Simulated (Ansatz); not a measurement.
`[OH][In]([SH])[Cl]` + `O[SiH3]` → `[SiH3][O][In]([SH])[Cl]` + H₂O  (ligand exchange at the In–O bond)

Isolated molecules relaxed with PBE0-D4/def2-TZVP in Ansatz; ΔE leaves out vibrations. CBS: MP2 limit from def2 TZ/QZ plus the TZ coupled-cluster correction, frozen cores. This one scheme is used for every species. DFT in def2-TZVPP. Elements past krypton have def2 core potentials. For In outer-core shells are correlated without core-valence functions, which leaves a few kJ/mol of doubt a bond. Each species was taken in one conformer, which may not be the lowest.

CCSD(T)/CBS gives -20.0 kJ/mol.

**Question.** Another level gave -13.3 kJ/mol. Which?
A. CCSD/def2-TZVPP
B. PBE-D4/def2-TZVPP
C. ωB97X-V/def2-TZVPP
D. PBE/def2-TZVPP

**Answer.** C. ωB97X-V -13.3, PBE -4.3, CCSD/def2-TZVPP -18.1, PBE-D4 -8.3 kJ/mol.

Largest T1 diagnostic among the species: 0.015.

From PBE to PBE0 (25 % exact exchange), in def2-TZVPP and without D4, ΔE moves by −5.1 kJ/mol. The D4 term adds −6.4 kJ/mol with B3LYP and −3.8 kJ/mol with PBE0; it sums over pairs of atoms, weighted by their polarisabilities, and B3LYP, whose exchange is more repulsive, gets the larger term.

B3LYP here is the variant with VWN-RPA as its local correlation; programs differ in this.
